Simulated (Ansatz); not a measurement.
**Which level was it?**

The species is GeHBr (3 atoms), meant as a singlet with charge 0. SMILES: `[GeH][Br]`. Geometry: relaxed at PBE0-D4/def2-TZVP.

```csv
atom,x (Å),y (Å),z (Å)
Ge,0.3594,-0.8599,0.0940
Br,0.6736,1.4172,0.5259
H,-1.0440,-0.6222,-0.6332
```

Orbital energies are those of the mean-field step.

A calculation with Ansatz 0.2.0 gave:

```
total energy  : -4647.8024 Eh
dipole moment : 2.08 D
HOMO energy   : -9.45 eV
LUMO energy   : -0.03 eV
HOMO–LUMO gap : 9.43 eV
largest force : 0.414 eV/Å
```

Question: Which of these levels gave the numbers?
A. PBE/pcseg-2
B. CCSD(T)/ANO-RCC-VTZP (sfX2C)
C. B3LYP/6-31G* (spherical functions)
D. HF/def2-SVP

Answer: D. The others give -4651.1704 Eh (PBE/pcseg-2), -4651.2571 Eh (B3LYP/6-31G* (spherical functions)), -4702.4539 Eh (CCSD(T)/ANO-RCC-VTZP (sfX2C)).
